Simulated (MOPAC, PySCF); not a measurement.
C9H9NSSi, SMILES `[SiH3]c1cc2ccccc2nc1S` (N–C–S–H torsion 0°), neutral singlet in the gas phase. 

Cartesian coordinates (Å):
```xyz
21

Si    -3.3583    -1.0449     0.6704
C     -1.6625    -0.3015     0.2892
C     -0.5236    -1.0988     0.2896
C      0.7617    -0.5542     0.0044
C      1.9555    -1.3279    -0.0074
C      3.1761    -0.7316    -0.2939
C      3.2414     0.6593    -0.5780
C      2.0934     1.4400    -0.5739
C      0.8273     0.8559    -0.2835
N     -0.2864     1.6459    -0.2860
C     -1.4562     1.0969    -0.0158
S     -2.8915     2.1494    -0.0258
H     -4.2986    -0.8645    -0.4895
H     -3.9713    -0.3957     1.8808
H     -3.1598    -2.5124     0.9332
H     -0.6007    -2.1761     0.5133
H      1.8939    -2.4052     0.2141
H      4.0969    -1.3338    -0.3020
H      4.2151     1.1204    -0.8037
H      2.1198     2.5175    -0.7906
H     -2.1721     3.2615    -0.3450
```
Charge 0, spin multiplicity 1.

All levels are single points at this geometry (PBE-D3(BJ)/def2-SVP); Pople sets use spherical d functions. Orbital energies aren't observables, and empty levels follow the basis.

PBE-D3(BJ)/def2-TZVP in PySCF gives gap (eV) = 3.01.

Estimate the gap (eV) from each of these levels: B3LYP/3-21G in PySCF; M06-2X/6-31G* in PySCF; SVWN5/6-31G* in PySCF; PM6 in MOPAC; PM7 in MOPAC.


```
level                   gap (eV)
----------------------  --------
B3LYP/3-21G in PySCF        4.63
M06-2X/6-31G* in PySCF      6.62
SVWN5/6-31G* in PySCF       3.06
PM6 in MOPAC                7.92
PM7 in MOPAC                7.79
```
